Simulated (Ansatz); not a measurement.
Coupled-cluster run, `F[Si](F)O[SiH3]` radical.

```yaml
crystal:
  periodic: [false, false, false]
  atoms:
    - {symbol: F, position_ang: [0.224240, -2.121763, 1.524666]}
    - {symbol: Si, position_ang: [-0.441931, -1.746510, 0.130564]}
    - {symbol: F, position_ang: [0.108975, -2.787853, -0.932452]}
    - {symbol: O, position_ang: [0.028208, -0.276092, -0.316240]}
    - {symbol: Si, position_ang: [0.039646, 1.361716, -0.147907]}
    - {symbol: H, position_ang: [-1.325993, 1.832702, 0.191213]}
    - {symbol: H, position_ang: [0.474884, 1.945327, -1.437266]}
    - {symbol: H, position_ang: [0.984070, 1.735574, 0.931721]}
basis:
  gaussian: {orbitals: def2-TZVPP}
magnetization: {spin_polarized: true, initial_magnetization: 1}
correlation: {method: ccsd_t}
scf: {omitted_lower_state_checks: [cluster_reference]}
output: {orbitals: {seedname: orbitals}}
```

```sh
$ ansatz run in.yaml --threads 4 --pin off --events-out ev --progress --plain
```

The program prints (abridged):

```
Functional definition: HF
1331 factors; integrals over basis functions are off by at most 1.2e-3 eV
mean field evaluation 1: about -23225.8249 eV, gradient 3.4e1 eV
mean field evaluation 2: about -23225.8325 eV, gradient 3.4e1 eV
mean field evaluation 4: about -23230.3429 eV, gradient 2.9e0 eV
mean field evaluation 8: about -23230.4457 eV, gradient 1.8e-1 eV
mean field -23230.44616936 eV, -853.7031505619 hartree, gradient 2.9e-6 eV, S^2 0.752141; 0 other end points of the search recorded, 0 dependent functions left out
13 core orbitals not correlated: weight in the atoms' cores, before any rotation towards them, 1.000 or more for the frozen orbitals, at most 0.000 for the correlated occupied ones
reference -23230.44616936 eV, -853.7031505619 hartree; 16, 15 occupied and 190, 191 virtual orbitals, 1331 factors
second order -25.67585969 eV of doubles, -0.00000000 eV of singles
cycle   1  -25.62791521 eV  change    4.8e-2 eV  update   1.1e-1
cycle   2  -26.20222016 eV  change   -5.7e-1 eV  update   3.2e-2
cycle   3  -26.34642499 eV  change   -1.4e-1 eV  update   1.7e-2
cycle   4  -26.33171184 eV  change    1.5e-2 eV  update   4.4e-3
cycle   5  -26.32913646 eV  change    2.6e-3 eV  update   2.2e-3
cycle   6  -26.33044106 eV  change   -1.3e-3 eV  update   7.3e-4
cycle   7  -26.33035353 eV  change    8.8e-5 eV  update   3.2e-4
cycle   8  -26.33033562 eV  change    1.8e-5 eV  update   1.1e-4
cycle   9  -26.33038891 eV  change   -5.3e-5 eV  update   4.5e-5
cycle  10  -26.33038220 eV  change    6.7e-6 eV  update   1.8e-5
perturbative correction -0.81058507 eV, -0.0297884518 hartree
Total energy: -23257.58713662 eV, -854.7005627120 hartree
Checks for a lower state left out: cluster_reference
```

Hardware: 4 threads of a server CPU on a shared host. Wall time 3 min, peak host memory 3.9 GiB.

MP2 recovers 94.6 % of the CCSD(T) correlation energy and the triples give 3.0 %; T1 = 0.0135.
